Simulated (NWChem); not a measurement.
Species: BSiH5; SMILES [SiH3]B

Results from NWChem. Coordinates come from a PBE0/def2-SVP optimisation. Level: PBE0/def2-SVPD; rows give the wavelength of the field.

| field | isotropic polarisability (bohr³) | anisotropy (bohr³) |
|---|---|---|
| static | 46.8 | 12.7 |
| 1065 nm | ? | 13.0 |
| 589 nm | 48.6 | 13.7 |

Problem. What belongs in the gaps?

Solution. 
- 1065 nm, isotropic polarisability (bohr³): 47.4
